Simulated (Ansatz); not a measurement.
[closo-1,2-(Cl)2B6H4]2- (B6H4Cl2²⁻). The state is a singlet with charge -2. Geometry PBE-D4/def2-SVPD; atoms count from 1.

```tsv
atom	x (Å)	y (Å)	z (Å)
B1	-0.301	-0.246	-1.087
B2	-0.374	1.187	-0.107
B3	1.096	0.271	-0.239
B4	0.222	0.247	1.243
B5	-1.197	-0.278	0.382
B6	0.290	-1.190	0.246
Cl7	-0.684	-0.621	-2.896
H8	-0.689	2.354	-0.298
Cl9	2.866	0.690	-0.743
H10	0.492	0.495	2.411
H11	-2.349	-0.554	0.688
H12	0.627	-2.356	0.401
```

A multiply charged anion in the gas phase is held together partly by the finite basis. Removing one electron lowers the energy by 0.68 eV at PBE0-D4/def2-TZVPD, so it isn't bound. The highest occupied level of the charge -2 singlet lies above zero (up to 2.26 eV). By energy differences it is unbound by 0.68 eV (vertical, against the charge -1 doublet, at PBE0-D4/def2-TZVPD) and held by the finite basis.

Question: Estimate the Mulliken populations from the PBE0/def2-TZVPD orbitals of Ansatz.

Answer: 
| atom | charge (e) |
| --- | --- |
| B1 | 0.27 |
| B2 | -0.31 |
| B3 | 0.27 |
| B4 | -0.04 |
| B5 | -0.04 |
| B6 | -0.31 |
| Cl7 | -0.73 |
| H8 | -0.10 |
| Cl9 | -0.73 |
| H10 | -0.09 |
| H11 | -0.09 |
| H12 | -0.10 |
Mulliken values depend strongly on the basis. With diffuse functions, as here, like atoms can get unlike values, and bond orders can come out too low or too high.

Question: And the Mayer bond orders between heavy atoms (over 0.3)?

Answer: B1–B2 0.71 (1.74 Å); B1–B3 0.85 (1.71 Å); B1–B4 0.69 (2.44 Å); B1–B5 0.83 (1.72 Å); B1–B6 0.71 (1.74 Å); B1–Cl7 0.30 (1.89 Å); B2–B3 0.71 (1.74 Å); B2–B4 0.62 (1.75 Å); B2–B5 0.62 (1.75 Å); B2–B6 1.29 (2.49 Å); B3–B4 0.83 (1.72 Å); B3–B5 0.69 (2.44 Å); B3–B6 0.71 (1.74 Å); B3–Cl9 0.30 (1.89 Å); B4–B5 0.82 (1.74 Å); B4–B6 0.62 (1.75 Å); B5–B6 0.62 (1.75 Å).
